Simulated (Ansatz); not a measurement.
Method: frozen-core CCSD(T)/cc-pVDZ // PBE0-D4/def2-SVP run with Ansatz (a program for electronic structure).

Ansatz 0.2 input:
```yaml
crystal:
  periodic: [false, false, false]
  atoms:
    - { symbol: B, position_ang: [1.851598, -1.362223, -0.854226] }
    - { symbol: C, position_ang: [0.974872, -0.666248, 0.216517] }
    - { symbol: C, position_ang: [-0.452648, -1.157477, 0.51121] }
    - { symbol: C, position_ang: [-1.328548, -0.845575, -0.71407] }
    - { symbol: C, position_ang: [-1.499315, 0.694, -0.639279] }
    - { symbol: C, position_ang: [-0.656133, 1.080965, 0.587588] }
    - { symbol: C, position_ang: [-0.934961, -0.10598, 1.516937] }
    - { symbol: C, position_ang: [0.85414, 0.883384, 0.287145] }
    - { symbol: C, position_ang: [1.305665, 1.580796, -0.967238] }
    - { symbol: O, position_ang: [1.867973, 2.640759, -0.998156] }
    - { symbol: H, position_ang: [2.85898, -0.829524, -1.264518] }
    - { symbol: H, position_ang: [1.62207, -2.503051, -1.189704] }
    - { symbol: H, position_ang: [1.641648, -0.985333, 1.0617] }
    - { symbol: H, position_ang: [-0.494925, -2.207175, 0.833968] }
    - { symbol: H, position_ang: [-2.299751, -1.359061, -0.645829] }
    - { symbol: H, position_ang: [-0.854774, -1.183161, -1.64943] }
    - { symbol: H, position_ang: [-2.55031, 0.967043, -0.460144] }
    - { symbol: H, position_ang: [-1.198121, 1.213899, -1.560408] }
    - { symbol: H, position_ang: [-0.876612, 2.081798, 0.984236] }
    - { symbol: H, position_ang: [-2.001883, -0.198258, 1.776078] }
    - { symbol: H, position_ang: [-0.342612, -0.084592, 2.44522] }
    - { symbol: H, position_ang: [1.441142, 1.315968, 1.111722] }
    - { symbol: H, position_ang: [1.072498, 1.029042, -1.920865] }
basis:
  gaussian: { orbitals: cc-pVDZ }
correlation:
  method: ccsd_t
```

Output:

```
Functional definition: HF
1870 factors; integrals over basis functions are off by at most 1.1e-3 eV
mean field evaluation 1: about -11151.1673 eV, gradient 4.7e1 eV
mean field evaluation 2: about -11151.6068 eV, gradient 4.7e1 eV
mean field evaluation 4: about -11157.8426 eV, gradient 7.2e0 eV
mean field evaluation 8: about -11158.0077 eV, gradient 5.7e-1 eV
mean field evaluation 16: about -11158.0101 eV, gradient 1.4e-6 eV
mean field -11158.01005356 eV, -410.0493062974 hartree, gradient 1.4e-6 eV, S^2 0.000000; 0 other end points of the search recorded, 0 dependent functions left out
10 core orbitals not correlated
reference -11158.01005356 eV, -410.0493062974 hartree; 27, 27 occupied and 168, 168 virtual orbitals, 1870 factors
second order -37.26501367 eV of doubles, -0.00000000 eV of singles
cycle   1  -38.40497109 eV  change    -1.1e0 eV  update   1.4e-1
cycle   2  -39.44926563 eV  change    -1.0e0 eV  update   4.2e-2
cycle   3  -39.69508953 eV  change   -2.5e-1 eV  update   2.3e-2
cycle   4  -39.69241200 eV  change    2.7e-3 eV  update   5.7e-3
cycle   5  -39.69211359 eV  change    3.0e-4 eV  update   3.2e-3
cycle   6  -39.69347046 eV  change   -1.4e-3 eV  update   1.1e-3
cycle   7  -39.69293299 eV  change    5.4e-4 eV  update   5.8e-4
cycle   8  -39.69259075 eV  change    3.4e-4 eV  update   2.3e-4
cycle   9  -39.69259712 eV  change   -6.4e-6 eV  update   9.7e-5
cycle  10  -39.69263711 eV  change   -4.0e-5 eV  update   4.2e-5
perturbative correction -1.41577752 eV, -0.0520288642 hartree
Total energy: -11199.11846819 eV, -411.5600126709 hartree
```

Cost: roughly 17 core-minutes.
